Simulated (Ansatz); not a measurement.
Species: CdI, charge 0, multiplicity 2. SMILES of the parent species: [Cd][I]

Atoms: Cd1, I2. Bonds: Cd1-I2.

Bond lengths (Å) and angles (degrees) optimised at HF/STO-3G with Ansatz (an electronic-structure program); HF/3-21G with Ansatz; HF/LANL2DZ with Ansatz; PBE/LANL2DZ with Ansatz; B3LYP/LANL2DZ with Ansatz; MP2/LANL2DZ with Ansatz, each started from the B3LYP-D3(BJ)/def2-TZVP structure (Ansatz) of the last column. A row stands for all coordinates that are equal there.

| coordinate | HF/STO-3G | HF/3-21G | HF/LANL2DZ | PBE/LANL2DZ | B3LYP/LANL2DZ | MP2/LANL2DZ | B3LYP-D3(BJ)/def2-TZVP |
|---|---|---|---|---|---|---|---|
| Cd1-I2 | 2.589 | 2.828 | 2.735 | 2.831 | 2.833 | 2.708 | 2.755 |

Mean signed difference of all 1 bond lengths from B3LYP-D3(BJ)/def2-TZVP: HF/STO-3G -0.166 Å, HF/3-21G 0.073 Å, HF/LANL2DZ -0.020 Å, PBE/LANL2DZ 0.075 Å, B3LYP/LANL2DZ 0.078 Å, MP2/LANL2DZ -0.048 Å.
